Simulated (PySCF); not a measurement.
## Telling isomers of C6H8F3OP apart by NMR

A single conformation, rapidly exchanging positions averaged, no relativistic terms, in vacuum. Structure optimised with GFN2-xTB; shielding tensors at PBE0/pcSseg-1 (GIAO); PySCF 2.14.0 with density-fitted response routines.

δ = σ(ref) − σ, references computed at the same level: ¹H (31.72 ppm), ¹³C (186.93 ppm) vs TMS. Splittings of carbon signals by F and P are missing where no couplings were computed. Where no couplings were computed, multiplicities follow the n + 1 count of equivalent neighbours, and m marks all less simple cases (inequivalent or close neighbours, rings, F or P nearby). Shifts are as computed. Against solution values, carbons near 30 ppm lie about +3 ppm off and those near 130 ppm about +5 ppm. Of 1211 compounds with measured shifts, 218 miss one by over three times the rms of a fit or turn the order of signals round; such compounds aren't used in these exercises.

(1) Tabulate the signals of `O=C1CCP(C(F)(F)F)CC1`, `C=C(C)P(C(C)=O)C(F)(F)F` and their relative energies.

(2) What is the quickest way to tell O=C1CCP(C(F)(F)F)CC1 from C=C(C)P(C(C)=O)C(F)(F)F?

## Answers

(1) 
```tsv
SMILES	carbon types	δC	δH	E rel. (kcal/mol)
O=C1CCP(C(F)(F)F)CC1	2×C 4×CH2	213.0, 143.8, 37.4, 17.3	2.63 (m, 4H), 2.23 (m, 4H)	0.0
C=C(C)P(C(C)=O)C(F)(F)F	3×C 1×CH2 2×CH3	221.2, 148.9, 145.0, 141.3, 35.2, 25.9	6.35 (m, 1H), 6.08 (m, 1H), 2.73 (m, 3H), 2.17 (m, 3H)	23.8
```

Energies are electronic energies at PBE0/pcSseg-1 on these geometries, without zero-point or thermal terms, each for the one conformer computed, which needn't be the lowest.

(2) Count the carbon signals: 4 against 6. The first has an sp3 CH2 α to a carbonyl at 37.4 ppm, the second a terminal =CH2 carbon at 145.0 ppm. Their most deshielded carbons lie at 213.0 and 221.2 ppm. In the proton spectra the most deshielded non-exchanging signals are 2.63 (m, 4H) and 6.35 (m, 1H).
